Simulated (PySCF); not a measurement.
**J couplings in `C=CB[NH][PbH3]`, C2H8BNPb**

Geometry:
```
atom   x (Å)   y (Å)   z (Å)
  C1  -2.463   0.803   0.251
  C2  -1.885  -0.375   0.520
  B3  -0.410  -0.742   0.126
  N4   0.603   0.217   0.115
 Pb5   2.637  -0.123  -0.516
  H6  -1.920   1.606  -0.263
  H7  -3.506   1.023   0.504
  H8  -2.508  -1.143   0.999
  H9  -0.132  -1.886  -0.189
 H10   0.375   1.162   0.416
 H11   2.622  -1.771  -1.099
 H12   2.963   1.074  -1.765
 H13   3.650   0.126   0.900
```

Method: indirect couplings at PBE0/pcJ-1 (dyall-v2z on Pb), no solvent, Gaussian nuclear model, PBE0-D3(BJ)/def2-SVP geometry; PySCF 2.14.0.

Non-relativistic values:
```csv
coupling,atoms,J (Hz)
"1J(207Pb,15N)",Pb5 – N4,-53.5
"1J(207Pb,1H)",Pb5 – H11/H12/H13,1508.1
"2J(207Pb,11B)",Pb5 – B3,7.2
"2J(207Pb,1H)",Pb5 – H10,29.1
"3J(207Pb,13C)",Pb5 – C2,41.8
"3J(207Pb,1H)",Pb5 – H9,35.8
"4J(207Pb,13C)",Pb5 – C1,-4.6
"4J(207Pb,1H)",Pb5 – H8,7.4
"5J(207Pb,1H)",Pb5 – H6,1.0
"5J(207Pb,1H)",Pb5 – H7,1.0
```

**Question.** What do two-component X2C with spin–orbit coupling give?

**Answer.** 
```tsv
coupling	atoms	with spin–orbit (Hz)
1J(207Pb,15N)	Pb5 – N4	94.0
1J(207Pb,1H)	Pb5 – H11/H12/H13	3320.4
2J(207Pb,11B)	Pb5 – B3	12.1
2J(207Pb,1H)	Pb5 – H10	110.7
3J(207Pb,13C)	Pb5 – C2	107.0
3J(207Pb,1H)	Pb5 – H9	136.1
4J(207Pb,13C)	Pb5 – C1	-12.1
4J(207Pb,1H)	Pb5 – H8	21.6
5J(207Pb,1H)	Pb5 – H6	3.8
5J(207Pb,1H)	Pb5 – H7	6.3
```

The largest listed coupling, 1J(207Pb,1H), ends at 2.20 times its non-relativistic value. Equivalent partners are averaged, as under fast rotation.
